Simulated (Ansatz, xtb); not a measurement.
C5H5BrClF: which of two isomers lies lower

Structure X is `F/C=C\C=C(/Cl)CBr`, a singlet and structure Y is `F[C@]1(Br)C=C(Cl)CC1`, a singlet. Both are isolated molecules in the gas phase, relaxed with B3LYP/def2-SVP; the shapes shown needn't be the lowest conformers.

X (Å):

```yaml
atoms:
  - { symbol: C, position_ang: [-1.2423, -0.3447, 2.3401] }
  - { symbol: C, position_ang: [-0.9520, -0.1641, 1.0426] }
  - { symbol: C, position_ang: [-0.9478, 1.1271, 0.3895] }
  - { symbol: C, position_ang: [-0.6514, 1.3743, -0.9057] }
  - { symbol: C, position_ang: [-0.6524, 2.7323, -1.5056] }
  - { symbol: Br, position_ang: [-2.1934, 3.0368, -2.7316] }
  - { symbol: Cl, position_ang: [-0.2285, 0.0821, -2.0116] }
  - { symbol: F, position_ang: [-1.5544, 0.6708, 3.1517] }
  - { symbol: H, position_ang: [-1.2543, -1.3117, 2.8498] }
  - { symbol: H, position_ang: [-0.7082, -1.0521, 0.4561] }
  - { symbol: H, position_ang: [-1.2094, 1.9935, 1.0039] }
  - { symbol: H, position_ang: [0.2322, 2.9103, -2.1286] }
  - { symbol: H, position_ang: [-0.7347, 3.5041, -0.7319] }
```

Y (Å):

| atom | x (Å) | y (Å) | z (Å) |
| --- | --- | --- | --- |
| C | -1.5573 | 2.0296 | 0.5914 |
| C | -2.2199 | 0.7354 | 0.2602 |
| C | -1.3269 | -0.0874 | -0.3097 |
| C | 0.0463 | 0.5177 | -0.4483 |
| C | -0.0520 | 1.7594 | 0.4596 |
| Br | -2.1613 | 3.4403 | -0.7273 |
| Cl | -1.6590 | -1.6684 | -0.9224 |
| F | -1.8902 | 2.5125 | 1.8193 |
| H | -3.2820 | 0.5519 | 0.4172 |
| H | 0.2271 | 0.7895 | -1.5033 |
| H | 0.8435 | -0.1815 | -0.1518 |
| H | 0.2964 | 1.5133 | 1.4757 |
| H | 0.5122 | 2.6292 | 0.1016 |

Quicker runs give these differences E(Y) − E(X): GFN2-xTB −101.6 kJ/mol; HF/STO-3G −172.8 kJ/mol (at GFN2-xTB geometries); r2SCAN-D4/def2-SVP −73.9 kJ/mol (at GFN2-xTB geometries).

**Question.** Estimate E(Y) − E(X) at the level CCSD(T)/def2-SVP + ΔMP2/def2-TZVPP.

**Answer.** Calculated at CCSD(T)/def2-SVP + ΔMP2/def2-TZVPP: E(Y) − E(X) = −70.7 kJ/mol, so structure Y lies lower.

How the difference moves with the method:

```csv
level,geometry,E(Y) − E(X) (kJ/mol),departure from the last row (kJ/mol),"job, with rough time for the two"
GFN2-xTB,GFN2-xTB,−101.6,−30.9,"optimisation, 0.18 s"
HF/STO-3G,GFN2-xTB,−172.8,−102.1,"single point, 0.66 s"
r2SCAN-D4/def2-SVP,GFN2-xTB,−73.9,−3.2,"single point, 5.1 s"
B3LYP/def2-SVP,B3LYP/def2-SVP,−53.5,+17.2,"optimisation, 67 s"
HF/def2-SVP,B3LYP/def2-SVP,−59.1,+11.6,part of the CCSD(T) run
MP2/def2-SVP,B3LYP/def2-SVP,−82.2,−11.5,part of the CCSD(T) run
CCSD(T)/def2-SVP,B3LYP/def2-SVP,−72.1,−1.4,single point
CCSD(T)/def2-SVP + ΔMP2/def2-TZVPP,B3LYP/def2-SVP,−70.7,,"single point, 2.8 min"
```

As drawn, Y has 2 C–C in place of 1 C=C. Structure X has no ring, Y a 5-membered ring.

None of the levels shown reverses the order. The largest departure from CCSD(T)/def2-SVP + ΔMP2/def2-TZVPP is that of HF/STO-3G, 102.1 kJ/mol. The last row adds to CCSD(T) the change of the MP2 difference between the two basis sets, here +1.4 kJ/mol.

With thermal terms from frequencies at re-optimised GFN2-xTB minima (ideal gas, soft modes damped towards free rotors, one conformer each, 298.15 K, 1 atm): the zero-point term adds +6.2 kJ/mol; ΔH is −67.4 and ΔG −58.9 kJ/mol.

The correlated steps freeze 20 core orbitals; the filled d shell of Br is correlated, in a basis made for valence electrons. Mirror images aren't counted in ΔG. Programs: Ansatz 0.2.0, xtb 6.7.1; the last row on 4 threads of Arm Neoverse V1 on a shared host.
